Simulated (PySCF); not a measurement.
**Continuum solvent and chemical shifts**

Mapped SMILES: `[CH3:1][C@H:2]1[CH:3]=[CH:4][CH2:5][C:6]([B:7]([OH:8])[OH:9])=[CH:10]1`; H(Xn) means a hydrogen on atom n. Ha(C5) is cis to C1 on the ring; Hb(C5) is trans to C1 on the ring.

GIAO PBE0/pcSseg-1 in PySCF 2.14.0 with density-fitted response routines on one PBE0-D3(BJ)/def2-SVP conformer, non-relativistic, equivalent nuclei averaged. Solvents enter as an IEF-PCM continuum (benzene with ε = 2.3, acetone with ε = 20.5) around the gas-phase geometry. Shifts are referred to TMS, BF3·OEt2 computed in the same medium.

Gas phase, δ in ppm: C10 155.6, C3 138.6, C4 130.7, C6 129.8, C2 34.5, C5 29.2, C1 23.7, B7 26.4, H(C10) 6.98, H(C4) 5.83, H(C3) 5.82, H(O8)/H(O9) 3.67, H(C2) 2.83, Hb(C5) 2.58. Dipole moment 1.17 D.

(1) How does each δ change in the continuum?

(2) Which of the listed nuclei move most (in ppm), and what does the model miss? (N and O are left out, as their reference compounds move with the solvent too.)

Answers

(1) 
| atoms | environment | Δδ, benzene | Δδ, acetone |
| --- | --- | --- | --- |
| C10 | alkene CH | +0.4 | +0.3 |
| C3 | alkene CH | +0.2 | +0.2 |
| C4 | alkene CH | +0.9 | +2.3 |
| C6 | fully substituted alkene carbon | +1.0 | +2.7 |
| C2 | allylic sp3 CH | +0.3 | +0.7 |
| C5 | allylic sp3 CH2 | +0.3 | +0.7 |
| C1 | methyl carbon | +0.3 | +0.7 |
| B7 | boron bonded to C, 2 O | +0.4 | +0.8 |
| H(C10) | hydrogen on an alkene CH | -0.03 | -0.10 |
| H(C4) | hydrogen on an alkene CH | +0.07 | +0.17 |
| H(C3) | hydrogen on an alkene CH | +0.04 | +0.09 |
| H(O8)/H(O9) | hydrogen on an oxygen bonded to B | +0.33 | +0.73 |
| H(C2) | hydrogen on an allylic sp3 CH | +0.04 | +0.08 |
| Hb(C5) | hydrogen on an allylic sp3 CH2 | +0.08 | +0.19 |

Changes are relative to the gas phase. The dipole moment becomes 1.35 D in benzene, 1.65 D in acetone.

(2) C6 (fully substituted alkene carbon, +2.7 ppm) in acetone. A continuum only polarises the solute; specific hydrogen bonds, the anisotropy of aromatic solvents and changes of geometry or conformer are outside it.
